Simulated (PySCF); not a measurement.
Species: C7H6F3P.
SMILES with atom numbers: `[CH3:1][c:2]1[cH:3][cH:4][cH:5][c:6]([C:7]([F:8])([F:9])[F:10])[p:11]1`

Structure used (GFN2-xTB), in Å, numbered top down from 1:
```
atom  x, y, z in Å
C1    -2.748    0.849   -0.027
C2    -1.361    0.274   -0.014
C3    -1.205   -1.099   -0.069
C4     0.017   -1.754   -0.071
C5     1.223   -1.079   -0.017
C6     1.297    0.302    0.041
C7     2.659    0.918    0.094
F8     3.422    0.591   -0.966
F9     3.362    0.540    1.180
F10    2.608    2.260    0.125
P11   -0.041    1.416    0.062
H12   -3.355    0.409    0.763
H13   -3.237    0.636   -0.978
H14   -2.722    1.928    0.113
H15   -2.103   -1.704   -0.112
H16    0.030   -2.833   -0.114
H17    2.147   -1.641   -0.021
```

NICS = −σ at a ghost point: NICS(0) at the centroid of the ring atoms, NICS(1) 1 Å to either side along the normal of their mean plane, zz for the tensor component along that normal. Level: GIAO PBE0/pcSseg-1 (PySCF, non-relativistic, gas phase) on the GFN2-xTB geometry, one conformer.

Ring bond lengths (Å), with Mayer bond orders in brackets: C2–C3 1.383 (1.40), C3–C4 1.386 (1.45), C4–C5 1.383 (1.45), C5–C6 1.384 (1.36), C6–P11 1.742 (1.28), P11–C2 1.748 (1.26).

Task: Give the NICS values of each ring in ppm.

Result: 
```
              ring                                               type  NICS(0)  NICS(1), two faces  NICS(1)zz, two faces  rms pucker (Å)  centre to ring atoms, mean (Å)
C2–C3–C4–C5–C6–P11  6-membered ring with P; formal bonds all aromatic     -7.8       -10.6 / -10.7         -25.9 / -26.0            0.00                            1.50
```

Task: What can be read from them?

Result: 
- C2–C3–C4–C5–C6–P11: mean NICS(1)zz -25.9 ppm, shielded.

Task: And the bond-length index? HOMA takes Krygowski's 1993 parameters.

Result: 
- C2–C3–C4–C5–C6–P11: HOMA 0.91; the largest term is that of P11–C2, α(R − Ropt)² = 0.30.

Task: How shielded are the nuclei of the rings and their hydrogens (means over atoms taken as equivalent)?

Result: 
| atoms | environment | σ isotropic (ppm) |
| --- | --- | --- |
| C2 | substituted aromatic carbon | 5.8 |
| C3 | aromatic CH carbon | 45.4 |
| C4 | aromatic CH carbon | 51.4 |
| C5 | aromatic CH carbon | 49.9 |
| C6 | substituted aromatic carbon | 16.6 |
| P11 | phosphorus bonded to 2 C | 94.7 |
| H15 | aromatic hydrogen | 23.53 |
| H16 | aromatic hydrogen | 23.75 |
| H17 | aromatic hydrogen | 23.38 |
